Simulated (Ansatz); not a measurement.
Li₂, charge +1, doublet, at a GFN2-xTB geometry (such geometries of metal compounds can be far from the true shape) (a state made from the parent by changing its charge; the spin is typed, not shown lowest); PBE/def2-SVP (Ansatz, a program for electronic structure).

The Ansatz input:
Ansatz 0.2 input:
```yaml
crystal:
  periodic: [false, false, false]
  atoms:
    - {symbol: Li, position_ang: [-0.00000000, -0.00000000, -1.37032182]}
    - {symbol: Li, position_ang: [0.00000000, 0.00000000, 1.37032182]}
basis:
  gaussian:
    orbitals: def2-SVP
hamiltonian:
  xc: pbe
total_charge: 1
magnetization: {spin_polarized: true, initial_magnetization: 1}
accuracy: high
```

The log (banner, timings and long lists left out):

```
Functional definition: PBE
437 factors; integrals over basis functions are off by at most 2.0e-9 eV
mean field evaluation 1: about -401.3073 eV, gradient 1.5e0 eV
mean field evaluation 2: about -401.3183 eV, gradient 8.2e-2 eV
mean field evaluation 4: about -401.3092 eV, gradient 5.6e-3 eV
mean field evaluation 8: about -401.3092 eV, gradient 7.2e-6 eV
mean field -401.30918922 eV, -14.7478406867 hartree, gradient 5.1e-9 eV, S^2 0.750003; 0 other end points of the search recorded, 0 dependent functions left out
reference -401.30920170 eV, -14.7478411453 hartree; 3, 2 occupied and 15, 16 virtual orbitals, 437 factors
Total energy: -401.30920170 eV, -14.7478411453 hartree
```
